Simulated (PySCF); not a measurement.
Ru(NH3)6 (H18N6Ru), SMILES [NH3]->[Ru+2](<-[NH3])(<-[NH3])(<-[NH3])(<-[NH3])<-[NH3], charge +2, multiplicity 1.

Geometry: B3LYP-D3(BJ)/def2-SVP. The multiplicity is an assumed one; other spin states were not compared. The isomer is the one that the SMILES or the coordinates give; other isomers of the formula were not compared. The def2 effective core potentials stand for the cores of Ru; spin–orbit coupling is left out.

Computed with B3LYP-D3(BJ)/def2-SVP (PySCF).

Frequencies are harmonic and unscaled.

Modes within 1.5 cm⁻¹ of each other (mostly degenerate sets) share a row, with their intensities summed.

```json
[
 {"mode": "1–2", "ν (cm⁻¹)": "27", "IR (km/mol)": "0.1", "moving atoms (share of kinetic energy)": "H 100 %"},
 {"mode": "3–4", "ν (cm⁻¹)": "37", "IR (km/mol)": "0.0", "moving atoms (share of kinetic energy)": "H 99 %"},
 {"mode": "5–6", "ν (cm⁻¹)": "77", "IR (km/mol)": "0.1", "moving atoms (share of kinetic energy)": "H 99 %"},
 {"mode": "7–9", "ν (cm⁻¹)": "163", "IR (km/mol)": "0.6", "moving atoms (share of kinetic energy)": "N 73 %, H 27 %"},
 {"mode": "10–11", "ν (cm⁻¹)": "167", "IR (km/mol)": "0.3", "moving atoms (share of kinetic energy)": "N 70 %, H 30 %"},
 {"mode": "12", "ν (cm⁻¹)": "170", "IR (km/mol)": "0.0", "moving atoms (share of kinetic energy)": "N 70 %, H 30 %"},
 {"mode": "13–15", "ν (cm⁻¹)": "220", "IR (km/mol)": "97.0", "moving atoms (share of kinetic energy)": "N 57 %, H 26 %, Ru 17 %"},
 {"mode": "16–18", "ν (cm⁻¹)": "320", "IR (km/mol)": "4.9", "moving atoms (share of kinetic energy)": "N 55 %, Ru 28 %, H 16 %"},
 {"mode": "19–20", "ν (cm⁻¹)": "336", "IR (km/mol)": "0.0", "moving atoms (share of kinetic energy)": "N 83 %, H 17 %"},
 {"mode": "21–23", "ν (cm⁻¹)": "585", "IR (km/mol)": "0.0", "moving atoms (share of kinetic energy)": "H 88 %, N 12 %"},
 {"mode": "24–26", "ν (cm⁻¹)": "675", "IR (km/mol)": "0.1", "moving atoms (share of kinetic energy)": "H 82 %, N 18 %"},
 {"mode": "27–29", "ν (cm⁻¹)": "692", "IR (km/mol)": "0.9", "moving atoms (share of kinetic energy)": "H 87 %, N 13 %"},
 {"mode": "30–32", "ν (cm⁻¹)": "725", "IR (km/mol)": "287.3", "moving atoms (share of kinetic energy)": "H 79 %, N 16 %"},
 {"mode": "33", "ν (cm⁻¹)": "1090", "IR (km/mol)": "0.0", "moving atoms (share of kinetic energy)": "N 56 %, H 44 %"},
 {"mode": "34–35", "ν (cm⁻¹)": "1322", "IR (km/mol)": "5.6", "moving atoms (share of kinetic energy)": "H 86 %, N 14 %"},
 {"mode": "36", "ν (cm⁻¹)": "1332", "IR (km/mol)": "136.9", "moving atoms (share of kinetic energy)": "H 86 %, N 14 %"},
 {"mode": "37–38", "ν (cm⁻¹)": "1334", "IR (km/mol)": "271.6", "moving atoms (share of kinetic energy)": "H 86 %, N 14 %"},
 {"mode": "39", "ν (cm⁻¹)": "1417", "IR (km/mol)": "0.0", "moving atoms (share of kinetic energy)": "H 59 %, N 41 %"},
 {"mode": "40", "ν (cm⁻¹)": "1633", "IR (km/mol)": "83.8", "moving atoms (share of kinetic energy)": "H 95 %"},
 {"mode": "41–42", "ν (cm⁻¹)": "1641", "IR (km/mol)": "0.2", "moving atoms (share of kinetic energy)": "H 95 %"},
 {"mode": "43–47", "ν (cm⁻¹)": "1652", "IR (km/mol)": "131.0", "moving atoms (share of kinetic energy)": "H 95 %"},
 {"mode": "48", "ν (cm⁻¹)": "1655", "IR (km/mol)": "0.0", "moving atoms (share of kinetic energy)": "H 95 %"},
 {"mode": "49–50", "ν (cm⁻¹)": "1666", "IR (km/mol)": "44.1", "moving atoms (share of kinetic energy)": "H 95 %"},
 {"mode": "51", "ν (cm⁻¹)": "1669", "IR (km/mol)": "0.1", "moving atoms (share of kinetic energy)": "H 95 %"},
 {"mode": "52–57", "ν (cm⁻¹)": "3428", "IR (km/mol)": "77.2", "moving atoms (share of kinetic energy)": "H 97 %"},
 {"mode": "58–60", "ν (cm⁻¹)": "3507", "IR (km/mol)": "2.8", "moving atoms (share of kinetic energy)": "H 92 %, N 8 %"},
 {"mode": "61–69", "ν (cm⁻¹)": "3511", "IR (km/mol)": "322.6", "moving atoms (share of kinetic energy)": "H 92 %, N 8 %"}
]
```
